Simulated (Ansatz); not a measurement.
A run for Ansatz (a quantum-chemistry and plane-wave program): R-CCSD(T)/aug-cc-pVTZ on BH3 (SMILES B), atoms moved off the minimum.

Ansatz 0.2 input:
```yaml
crystal:
  periodic: [false, false, false]
  atoms:
    - {symbol: B, position_ang: [0.04864689, -0.05231875, -0.03836763]}
    - {symbol: H, position_ang: [-1.14589560, 0.04613584, -0.28158250]}
    - {symbol: H, position_ang: [0.44582052, -0.72399484, 0.92474776]}
    - {symbol: H, position_ang: [0.67344929, 0.59289178, -0.82360016]}
basis:
  gaussian:
    orbitals: aug-cc-pVTZ
magnetization: {spin_polarized: false}
correlation: {method: ccsd_t, electrons: outside_noble_gas}
scf: {lower_state_search: off}
output: {forces: true}
```

**Question.** Predict the final total energy.

**Answer.** -26.5351 hartree (reference determinant -26.3956, T1 diagnostic 0.007).
